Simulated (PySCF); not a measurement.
Computed IR spectrum (relative IR intensity) of a molecule C2H9NOSi2. The structure is a stationary point at r2SCAN-D4/def2-SVP. Other conformers were not sampled. These are r2SCAN-D4/def2-SVP (PySCF) values and carry that method's errors. Frequencies are harmonic and unscaled.

Lines under 2 % of the strongest are left out, and lines within 2 cm⁻¹ are merged.

| ν (cm⁻¹) | relative intensity |
|---|---|
| 292 | 2.7 |
| 367 | 2.4 |
| 488 | 3.7 |
| 688 | 23 |
| 696 | 9.0 |
| 713 | 30 |
| 723 | 27 |
| 744 | 5.4 |
| 750 | 29 |
| 814 | 3.9 |
| 918 | 67 |
| 931 | 28 |
| 948 | 100 |
| 951 | 16 |
| 965 | 86 |
| 982 | 93 |
| 1030 | 3.3 |
| 1071 | 4.9 |
| 1156 | 90 |
| 1267 | 8.1 |
| 1383 | 6.3 |
| 1449 | 3.7 |
| 1781 | 83 |
| 2162 | 52 |
| 2208 | 57 |
| 2210 | 29 |
| 2236 | 39 |
| 2242 | 41 |
| 2273 | 45 |
| 2979 | 17 |
| 2988 | 21 |
| 3045 | 5.2 |

Q: Identify the compound among the candidates.
A) [SiH3]/N=C\CO[SiH3]
B) N[Si@H]1COC[SiH2]1
C) N[SiH2]O/C=C/[SiH3]
D) C[Si@H](O)/N=C/[SiH3]

A: A, [SiH3]/N=C\CO[SiH3]
